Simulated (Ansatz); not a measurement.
Ansatz (a first-principles code) input (CCSD(T)/aug-cc-pV(D+d)Z):
A basis named .json is the Basis Set Exchange file of that set.

Ansatz 0.2 input:
```yaml
crystal:
  periodic: [false, false, false]
  atoms:
    - {symbol: Si, position_ang: [-0.03443636, -0.00053109, 0.02819264]}
    - {symbol: C, position_ang: [1.73943789, -0.46550955, -0.35199794]}
    - {symbol: N, position_ang: [-0.50229307, -0.88149394, 1.47888616]}
    - {symbol: N, position_ang: [-0.93881532, -0.28989449, -1.40528454]}
    - {symbol: N, position_ang: [-0.33619678, 1.61983438, 0.47956845]}
    - {symbol: H, position_ang: [2.14129991, 0.19222484, -1.12686312]}
    - {symbol: H, position_ang: [2.36723283, -0.36379370, 0.53484854]}
    - {symbol: H, position_ang: [1.82479931, -1.49559148, -0.70728662]}
    - {symbol: H, position_ang: [-0.59465618, -1.88856249, 1.32800378]}
    - {symbol: H, position_ang: [-1.90763345, -0.01868049, -1.46296238]}
    - {symbol: H, position_ang: [-0.72342486, -1.05052475, -2.02932018]}
    - {symbol: H, position_ang: [-0.39355942, 1.88245303, 1.44873394]}
    - {symbol: H, position_ang: [-0.22744027, 2.40384604, -0.14005387]}
basis:
  gaussian:
    orbitals: aug-cc-pV_D+d_Z.json
magnetization: {spin_polarized: true, initial_magnetization: 1}
correlation: {method: ccsd_t, electrons: outside_noble_gas}
output: {forces: true}
```

End of the output:

```
Total energy: -13490.08467540 eV, -495.7514679132 hartree
Atom 0 at    -0.034436    -0.000531     0.028193 Å, force     0.346955    -0.138453    -0.195851 eV/Å
Atom 1 at     1.739438    -0.465510    -0.351998 Å, force    -0.316562     0.062192     0.043675 eV/Å
Atom 2 at    -0.502293    -0.881494     1.478886 Å, force    -0.091002     0.169496     0.620423 eV/Å
Atom 3 at    -0.938815    -0.289894    -1.405285 Å, force     0.060849     0.186959    -0.189774 eV/Å
Atom 4 at    -0.336197     1.619834     0.479568 Å, force    -0.204928     0.055933     0.017293 eV/Å
Atom 5 at     2.141300     0.192225    -1.126863 Å, force     0.175128     0.293334    -0.342463 eV/Å
Atom 6 at     2.367233    -0.363794     0.534849 Å, force     0.288361     0.052458     0.409091 eV/Å
Atom 7 at     1.824799    -1.495591    -0.707287 Å, force     0.031598    -0.469180    -0.158284 eV/Å
Atom 8 at    -0.594656    -1.888562     1.328004 Å, force    -0.042892    -0.419363    -0.073829 eV/Å
Atom 9 at    -1.907633    -0.018680    -1.462962 Å, force    -0.377090     0.094541    -0.031067 eV/Å
Atom 10 at    -0.723425    -1.050525    -2.029320 Å, force     0.072855    -0.312064    -0.244973 eV/Å
Atom 11 at    -0.393559     1.882453     1.448734 Å, force    -0.002491     0.117089     0.388809 eV/Å
Atom 12 at    -0.227440     2.403846    -0.140054 Å, force     0.059220     0.307058    -0.243049 eV/Å
Dipole moment:     0.011312    -0.071753    -0.321409 e Å
```

It need not be the lowest isomer of its formula.
